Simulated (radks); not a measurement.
The mean radii <r> (bohr) of the occupied orbitals of an atom or ion are listed with their occupations. Calculated with a radial shooting solver on a logarithmic mesh with Libxc functionals: scalar-relativistic Kohn-Sham, HCTH/407, spin-polarised, spherical densities, point nucleus.

| orbital | occ. | <r> |
|---|---|---|
| 1s | 2 | 0.01899 |
| 2s | 2 | 0.08023 |
| 2p | 6 | 0.07155 |
| 3s | 2 | 0.2050 |
| 3p | 6 | 0.2038 |
| 3d | 10 | 0.1834 |
| 4s | 2 | 0.4080 |

Name the element and its charge. Open shells, if any, are filled with parallel spins first.

Answer. Z = 72, hafnium, charge +42: Hf42+ in [Ar] 3d10 4s2. The 1s radius gives Z: for a bare nucleus <r> = (2 gamma + 1)/(2Z) with gamma = sqrt(1 - (Z/c)^2), 0.01876 bohr for Z = 72, and screening makes it slightly larger (0.01899 here). The occupations add up to 30, and the charge is Z minus that.
